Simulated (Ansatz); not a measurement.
Compare A (`O[SiH2]C#C[SiH2]O`) with its isomer B (`O[SiH2]O[SiH]1C=C1`).

Computed with Ansatz on PBE0-D4/def2-TZVP structures; ΔE is electronic, products minus reactants. CCSD(T)/CBS adds triple-zeta CCSD(T) − MP2 to the extrapolated MP2 energy (def2 sets, frozen cores). Functionals use def2-TZVPP. Each species was taken in one conformer, which may not be the lowest.

Question: Which is lower in electronic energy at CCSD(T)/CBS, and by how much? (An estimate is asked.)

Answer: Computed: B, by 13.8 kcal/mol.

Question: Give E(B) − E(A) in kcal/mol with MP2/def2-TZVPP, CCSD(T)/def2-TZVPP, HF/def2-TZVPP, r2SCAN-D4, ωB97M-V, PBE-D4, B2PLYP. (Best estimate.)

Answer: Computed: MP2/def2-TZVPP -12.5, CCSD(T)/def2-TZVPP -13.2, HF/def2-TZVPP -12.4, r2SCAN-D4 -17.2, ωB97M-V -16.7, PBE-D4 -16.1, B2PLYP -12.4. None reverses the order clearly.

Largest T1 diagnostic: 0.012.

From PBE to PBE0 (25 % exact exchange), in def2-TZVPP and without D4, E(B) − E(A) moves by −2.3 kcal/mol. The D4 term adds −0.9 kcal/mol with B3LYP and −0.5 kcal/mol with PBE0; it sums over pairs of atoms, weighted by their polarisabilities, and B3LYP, whose exchange is more repulsive, gets the larger term.

B3LYP here is the variant with VWN-RPA as its local correlation; programs differ in this.
